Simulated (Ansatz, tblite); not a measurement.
Removing and adding an electron: Hf₂Cl₈ (relaxed from a model of Hf2(Cl)8, whose bonding it doesn't keep). Total charge 0; singlet. Geometry: r2SCAN-D4/def2-SVP. Ansatz, gas phase; energy differences of separate SCF runs; the oxidised species was run as a doublet alone; the reduced species was run as a doublet alone.

```xyz
10

Hf    0.6690   -0.0036    1.9442
Cl   -1.1202    1.0025    3.0466
Cl    1.1100   -1.7967    3.3722
Cl    2.6650    1.1854    2.1709
Cl    0.1900   -1.6034    0.0745
Hf   -0.6307    0.0024   -1.9557
Cl    0.8318   -1.1879   -3.3318
Cl   -1.1319    1.8003   -3.3564
Cl   -2.7317   -0.9929   -1.7781
Cl    0.1486    1.5938   -0.1864
```

In the def2 sets Hf takes a core potential; there is no spin–orbit coupling. The xTB rows come from tblite. HOMO above LUMO, or a gap near zero within one spin, warns that the state may not be the lowest or that an electron is smeared out.

| level | −HOMO (eV) | vertical IE (eV) | −LUMO (eV) | vertical EA (eV) | HOMO–LUMO gap (eV) | IE − EA (eV) | remarks |
| --- | --- | --- | --- | --- | --- | --- | --- |
| GFN1-xTB | 13.90 | 15.51 | 10.93 | 8.94 | 2.97 | 6.58 | – |
| GFN2-xTB | 12.64 | 14.35 | 10.16 | 8.34 | 2.49 | 6.01 | – |
| PBE-D4/def2-TZVP | 8.12 | 10.10 | 3.53 | 1.51 | 4.60 | 8.60 | HOMO above zero (-1 doublet), gap within one spin near zero (+1 doublet), gap within one spin near zero (-1 doublet) |
| PBE0-D4/def2-TZVP | 9.51 | 10.93 | 2.79 | 1.49 | 6.72 | 9.44 | – |

   A HOMO above zero means that the electron is unbound at that level or that self-interaction error raises the level; the energy of removing that electron tells which. Raw xTB energy differences between charge states are shifted by several eV; the methods need an empirical correction for them. Sets without diffuse functions give affinities that are too small.
